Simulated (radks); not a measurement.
Spin polarisation of the 5p1 shell in Sb2+. Start: [Kr] 4d10 5s2 5p(up 0.5, down 0.5); electrons of 5p are moved from spin down to spin up, other shells keep equal spins. Calculated with a radial shooting solver on a logarithmic mesh with Libxc functionals: non-relativistic Kohn-Sham, PBEsol, spin-polarised, spherical densities, point nucleus.

| moment (Bohr magnetons) | E - E(0) (eV) | e(5p up) (eV) | e(5p down) (eV) | 5s down minus up (eV) | 4d down minus up (eV) |
|---|---|---|---|---|---|
| 0 | 0.000 | -20.081 | -20.081 | 0.000 | 0.000 |
| 0.25 | -0.016 | -20.202 | -19.953 | 0.234 | 0.033 |
| 0.5 | -0.062 | -20.315 | -19.816 | 0.469 | 0.065 |
| 0.75 | -0.140 | -20.422 | -19.671 | 0.706 | 0.098 |
| 1 | -0.250 | -20.522 | -19.517 | 0.944 | 0.131 |

At moment 1 the spin-polarisation energy is -0.250 eV and the 5p exchange splitting 1.005 eV, that is 1.005 eV per Bohr magneton; E = -I m^2/4 would give I = 1.000 eV.
